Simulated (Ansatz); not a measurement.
Nudged elastic band run: C₂H₇AlBF

Input file:

```yaml
crystal:
  periodic: [false, false, false]
  atoms:
    - { symbol: C, position_ang: [-0.568447, 0.043176, 1.466683] }
    - { symbol: C, position_ang: [0.806343, -0.071818, 0.821475] }
    - { symbol: B, position_ang: [0.938341, -0.283767, -0.716425] }
    - { symbol: Al, position_ang: [-0.635833, 0.002466, -2.129196] }
    - { symbol: F, position_ang: [-0.955373, 1.560231, -2.664319] }
    - { symbol: H, position_ang: [-0.515792, 0.354841, 2.521523] }
    - { symbol: H, position_ang: [-1.100852, -0.921069, 1.441104] }
    - { symbol: H, position_ang: [-1.199314, 0.780562, 0.941898] }
    - { symbol: H, position_ang: [1.470698, -0.75237, 1.384132] }
    - { symbol: H, position_ang: [1.347435, 0.905522, 0.88643] }
    - { symbol: H, position_ang: [2.051784, -0.567286, -1.119062] }
    - { symbol: H, position_ang: [-1.561991, -1.105787, -2.800343] }
basis:
  gaussian: { orbitals: def2-SVP }
hamiltonian:
  xc: pbe0
neb:
  order_check: false
  images: 7
  f_tol: 0.03
  max_iterations: 60
  initial_path: idpp
  final_atoms:
    - { symbol: C, position_ang: [-0.35979233, 0.03409756, 1.60304638] }
    - { symbol: C, position_ang: [0.88201535, 0.08747154, 0.68488531] }
    - { symbol: B, position_ang: [0.40947838, -0.66164559, -0.60821188] }
    - { symbol: Al, position_ang: [-0.41709036, 0.26188292, -2.34199874] }
    - { symbol: F, position_ang: [-2.01064163, 0.78456187, -2.28104425] }
    - { symbol: H, position_ang: [-1.23412979, 0.52880764, 1.14975829] }
    - { symbol: H, position_ang: [-0.1566102, 0.54564791, 2.55657689] }
    - { symbol: H, position_ang: [-0.65045886, -1.00130935, 1.83927951] }
    - { symbol: H, position_ang: [1.7166355, -0.42711481, 1.18948697] }
    - { symbol: H, position_ang: [1.17164948, 1.13959017, 0.53623421] }
    - { symbol: H, position_ang: [0.43228088, -1.87853941, -0.55282564] }
    - { symbol: H, position_ang: [0.29366258, 0.53125055, -3.74128705] }
```

Launched with:

```bash
$ ansatz run input.yaml --threads 2 --pin off --max-ram 3072MiB --backend cpu --events-out ev --progress --plain --runs-dir out
```

Output, in part (warnings, iteration lines, the closing report on the highest movable image, with atoms numbered from 0):

```
NEB end point (image 0): max|allowed force component| = 1.459e-2 eV/Å (the criterion of neb.relax_end_points is 1.000e-2)
NEB end point (image 8): max|allowed force component| = 4.548e-3 eV/Å (the criterion of neb.relax_end_points is 1.000e-2)
NEB iter   1: max|band force component| = 1.179e0 eV/Å  barrier→ = 0.4565 eV  barrier← = 0.3607 eV  Δτ_max = 0.2000 Å  (239 SCF iters)
NEB iter   2: max|band force component| = 5.066e-1 eV/Å  barrier→ = 0.3241 eV  barrier← = 0.2284 eV  Δτ_max = 0.2000 Å  (205 SCF iters)
NEB iter   3: max|band force component| = 4.425e-1 eV/Å  barrier→ = 0.2940 eV  barrier← = 0.1983 eV  CI = image 4  Δτ_max = 0.2000 Å  (205 SCF iters)
NEB iter   4: max|band force component| = 6.102e-1 eV/Å  barrier→ = 0.2875 eV  barrier← = 0.1918 eV  CI = image 4  Δτ_max = 0.0999 Å  (200 SCF iters)
NEB iter   5: max|band force component| = 3.517e-1 eV/Å  barrier→ = 0.2700 eV  barrier← = 0.1743 eV  CI = image 4  Δτ_max = 0.1001 Å  (203 SCF iters)
NEB iter   6: max|band force component| = 2.849e-1 eV/Å  barrier→ = 0.2496 eV  barrier← = 0.1538 eV  CI = image 4  Δτ_max = 0.1000 Å  (203 SCF iters)
NEB iter   7: max|band force component| = 3.015e-1 eV/Å  barrier→ = 0.2289 eV  barrier← = 0.1331 eV  CI = image 4  Δτ_max = 0.1002 Å  (202 SCF iters)
NEB iter   8: max|band force component| = 2.777e-1 eV/Å  barrier→ = 0.2083 eV  barrier← = 0.1125 eV  CI = image 4  Δτ_max = 0.0999 Å  (200 SCF iters)
NEB iter   9: max|band force component| = 4.560e-1 eV/Å  barrier→ = 0.1928 eV  barrier← = 0.0970 eV  CI = image 4  Δτ_max = 0.0502 Å  (196 SCF iters)
NEB iter  10: max|band force component| = 2.723e-1 eV/Å  barrier→ = 0.1846 eV  barrier← = 0.0888 eV  CI = image 4  Δτ_max = 0.0501 Å  (202 SCF iters)
NEB iter  11: max|band force component| = 2.709e-1 eV/Å  barrier→ = 0.1767 eV  barrier← = 0.0809 eV  CI = image 4  Δτ_max = 0.0501 Å  (205 SCF iters)
NEB iter  12: max|band force component| = 2.651e-1 eV/Å  barrier→ = 0.1685 eV  barrier← = 0.0727 eV  CI = image 4  Δτ_max = 0.0998 Å  (203 SCF iters)
NEB iter  13: max|band force component| = 2.529e-1 eV/Å  barrier→ = 0.1552 eV  barrier← = 0.0595 eV  CI = image 4  Δτ_max = 0.1976 Å  (204 SCF iters)
NEB iter  14: max|band force component| = 2.623e0 eV/Å  barrier→ = 0.1532 eV  barrier← = 0.0575 eV  CI = image 2  Δτ_max = 0.1605 Å  (196 SCF iters)
NEB iter  15: max|band force component| = 5.405e-1 eV/Å  barrier→ = 0.1833 eV  barrier← = 0.0876 eV  CI = image 4  Δτ_max = 0.1987 Å  (193 SCF iters)
NEB iter  16: max|band force component| = 2.222e-1 eV/Å  barrier→ = 0.1404 eV  barrier← = 0.0446 eV  CI = image 4  Δτ_max = 0.2000 Å  (198 SCF iters)
NEB iter  17: max|band force component| = 3.638e0 eV/Å  barrier→ = 0.1780 eV  barrier← = 0.0822 eV  CI = image 6  Δτ_max = 0.1001 Å  (202 SCF iters)
NEB iter  18: max|band force component| = 8.384e-1 eV/Å  barrier→ = 0.1988 eV  barrier← = 0.1030 eV  CI = image 4  Δτ_max = 0.1990 Å  (207 SCF iters)
NEB iter  19: max|band force component| = 2.440e-1 eV/Å  barrier→ = 0.1390 eV  barrier← = 0.0433 eV  CI = image 4  Δτ_max = 0.1639 Å  (202 SCF iters)
NEB iter  20: max|band force component| = 2.122e-1 eV/Å  barrier→ = 0.1379 eV  barrier← = 0.0422 eV  CI = image 4  Δτ_max = 0.0671 Å  (199 SCF iters)
NEB iter  21: max|band force component| = 1.353e-1 eV/Å  barrier→ = 0.1369 eV  barrier← = 0.0412 eV  CI = image 4  Δτ_max = 0.0701 Å  (196 SCF iters)
NEB iter  22: max|band force component| = 8.259e-2 eV/Å  barrier→ = 0.1348 eV  barrier← = 0.0391 eV  CI = image 4  Δτ_max = 0.0943 Å  (189 SCF iters)
NEB iter  23: max|band force component| = 6.989e-2 eV/Å  barrier→ = 0.1325 eV  barrier← = 0.0368 eV  CI = image 4  Δτ_max = 0.1831 Å  (191 SCF iters)
NEB iter  24: max|band force component| = 3.800e-1 eV/Å  barrier→ = 0.1280 eV  barrier← = 0.0322 eV  CI = image 4  Δτ_max = 0.0932 Å  (196 SCF iters)
NEB iter  25: max|band force component| = 5.443e0 eV/Å  barrier→ = 0.1274 eV  barrier← = 0.0317 eV  CI = image 1  Δτ_max = 0.0728 Å  (198 SCF iters)
NEB iter  26: max|band force component| = 4.347e-1 eV/Å  barrier→ = 0.1527 eV  barrier← = 0.0569 eV  CI = image 4  Δτ_max = 0.1848 Å  (196 SCF iters)
NEB iter  27: max|band force component| = 5.657e0 eV/Å  barrier→ = 0.1259 eV  barrier← = 0.0301 eV  CI = image 1  Δτ_max = 0.1719 Å  (196 SCF iters)
NEB iter  28: max|band force component| = 1.073e0 eV/Å  barrier→ = 0.2677 eV  barrier← = 0.1720 eV  CI = image 4  Δτ_max = 0.1988 Å  (200 SCF iters)
NEB iter  29: max|band force component| = 2.979e-1 eV/Å  barrier→ = 0.1298 eV  barrier← = 0.0340 eV  CI = image 4  Δτ_max = 0.1960 Å  (202 SCF iters)
NEB iter  30: max|band force component| = 5.339e0 eV/Å  barrier→ = 0.1219 eV  barrier← = 0.0261 eV  CI = image 5  Δτ_max = 0.2000 Å  (203 SCF iters)
NEB iter  31: max|band force component| = 3.341e0 eV/Å  barrier→ = 0.1197 eV  barrier← = 0.0239 eV  CI = image 5  Δτ_max = 0.1904 Å  (195 SCF iters)
NEB iter  32: max|band force component| = 2.397e0 eV/Å  barrier→ = 0.1751 eV  barrier← = 0.0793 eV  CI = image 4  Δτ_max = 0.1969 Å  (200 SCF iters)
NEB iter  33: max|band force component| = 2.786e0 eV/Å  barrier→ = 0.1673 eV  barrier← = 0.0715 eV  CI = image 5  Δτ_max = 0.1993 Å  (200 SCF iters)
NEB iter  34: max|band force component| = 9.881e-1 eV/Å  barrier→ = 0.1174 eV  barrier← = 0.0216 eV  CI = image 5  Δτ_max = 0.1985 Å  (200 SCF iters)
NEB iter  35: max|band force component| = 3.501e-1 eV/Å  barrier→ = 0.1156 eV  barrier← = 0.0198 eV  CI = image 5  Δτ_max = 0.1123 Å  (205 SCF iters)
NEB iter  36: max|band force component| = 1.759e-1 eV/Å  barrier→ = 0.1182 eV  barrier← = 0.0225 eV  CI = image 5  Δτ_max = 0.0650 Å  (204 SCF iters)
NEB iter  37: max|band force component| = 1.296e-1 eV/Å  barrier→ = 0.1178 eV  barrier← = 0.0220 eV  CI = image 5  Δτ_max = 0.0633 Å  (199 SCF iters)
NEB iter  38: max|band force component| = 6.963e-2 eV/Å  barrier→ = 0.1170 eV  barrier← = 0.0212 eV  CI = image 5  Δτ_max = 0.1197 Å  (200 SCF iters)
NEB iter  39: max|band force component| = 6.276e-2 eV/Å  barrier→ = 0.1168 eV  barrier← = 0.0211 eV  CI = image 5  Δτ_max = 0.1299 Å  (195 SCF iters)
NEB iter  40: max|band force component| = 1.049e-1 eV/Å  barrier→ = 0.1167 eV  barrier← = 0.0209 eV  CI = image 5  Δτ_max = 0.0654 Å  (200 SCF iters)
NEB iter  41: max|band force component| = 1.083e-1 eV/Å  barrier→ = 0.1165 eV  barrier← = 0.0208 eV  CI = image 5  Δτ_max = 0.0327 Å  (200 SCF iters)
NEB iter  42: max|band force component| = 7.663e-2 eV/Å  barrier→ = 0.1164 eV  barrier← = 0.0207 eV  CI = image 5  Δτ_max = 0.0326 Å  (197 SCF iters)
NEB iter  43: max|band force component| = 6.805e-2 eV/Å  barrier→ = 0.1164 eV  barrier← = 0.0206 eV  CI = image 5  Δτ_max = 0.0327 Å  (188 SCF iters)
NEB iter  44: max|band force component| = 5.832e-2 eV/Å  barrier→ = 0.1164 eV  barrier← = 0.0206 eV  CI = image 5  Δτ_max = 0.0163 Å  (198 SCF iters)
NEB iter  45: max|band force component| = 3.586e-2 eV/Å  barrier→ = 0.1164 eV  barrier← = 0.0206 eV  CI = image 5  Δτ_max = 0.0164 Å  (180 SCF iters)
NEB iter  46: max|band force component| = 2.146e-2 eV/Å  barrier→ = 0.1163 eV  barrier← = 0.0206 eV  CI = image 5  Δτ_max = 0.0000 Å  (361 SCF iters)
Total energy: -12163.41081944 eV, -446.9971029584 hartree
Atom 0 at    -0.461957    -0.012117     1.518323 Å, force    -0.000259     0.000798     0.000282 eV/Å
Atom 1 at     0.733834    -0.552838     0.712928 Å, force     0.000405     0.000608    -0.001054 eV/Å
Atom 2 at     0.316902    -0.728156    -0.793553 Å, force    -0.000225    -0.000742    -0.000169 eV/Å
Atom 3 at    -0.150280     0.894673    -2.100421 Å, force     0.000836    -0.000810     0.000556 eV/Å
Atom 4 at    -1.708986     1.515740    -2.085150 Å, force    -0.001326     0.000168     0.000018 eV/Å
Atom 5 at    -0.812252     0.960897     1.137092 Å, force     0.000898     0.000153     0.000149 eV/Å
Atom 6 at    -0.194104     0.122864     2.577624 Å, force    -0.000121    -0.000408     0.000073 eV/Å
Atom 7 at    -1.322322    -0.698781     1.486665 Å, force    -0.000476    -0.000220    -0.000277 eV/Å
Atom 8 at     1.090797    -1.490628     1.168430 Å, force    -0.000032    -0.000408    -0.000031 eV/Å
Atom 9 at     1.558608     0.179502     0.793667 Å, force    -0.000475    -0.000089    -0.000137 eV/Å
Atom 10 at     0.213417    -1.858660    -1.235349 Å, force     0.000324     0.000276     0.000918 eV/Å
Atom 11 at     0.813340     1.612205    -3.146357 Å, force     0.000452     0.000677    -0.000328 eV/Å
Dipole moment:     0.300542    -0.221112     0.289471 e Å
```

The run converged. The profile has 3 maxima (images 1, 3, 5) with wells between them (images 2, 4): this band takes more than one step, which may be the mechanism or a detour left from its start path. A vibrational analysis at the climbing image gives one clearly imaginary mode, 127i cm⁻¹: a first-order saddle point.

Final band (atoms are numbered from 1 in the order of the input):

| image | path coordinate (Å) | energy (kcal/mol) | dihedral H11–B3–Al4–F5 (°) |
| --- | --- | --- | --- |
| 0 | 0.00 | 0.0 | -94 |
| 1 | 1.93 | 2.1 | -72 |
| 2 | 3.87 | 0.4 | -116 |
| 3 | 5.81 | 1.2 | -168 |
| 4 | 7.75 | 0.8 | 131 |
| 5 | 9.69 | 2.7 | 93 |
| 6 | 10.12 | 2.5 | 88 |
| 7 | 10.55 | 2.3 | 91 |
| 8 | 10.98 | 2.2 | 98 |

Time of the run: 11 min on 2 threads of Intel(R) Xeon(R) Platinum 8488C (Sapphire Rapids), with other jobs on the host, peak memory 0.28 GiB.
